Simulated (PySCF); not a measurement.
Computed IR spectrum (relative IR intensity) of a molecule C₃H₃BO₂. Coordinates come from a PBE-D3(BJ)/def2-SVP optimisation. Other conformers were not sampled. All values below come from PBE-D3(BJ)/def2-SVP in PySCF. Harmonic, unscaled wavenumbers; measured fundamentals usually lie a few per cent lower.

| ν (cm⁻¹) | relative intensity |
|---|---|
| 408 | 4.0 |
| 570 | 13 |
| 644 | 12 |
| 668 | 17 |
| 682 | 65 |
| 733 | 14 |
| 944 | 49 |
| 1209 | 60 |
| 1317 | 36 |
| 1387 | 69 |
| 1743 | 28 |
| 2108 | 36 |
| 2703 | 100 |
| 3391 | 23 |
| 3706 | 34 |

Task: Identify the compound among the candidates.
A. C#CB1OCO1
B. O=CB1C=CO1
C. C#CB(O)C=O

Result: C, C#CB(O)C=O
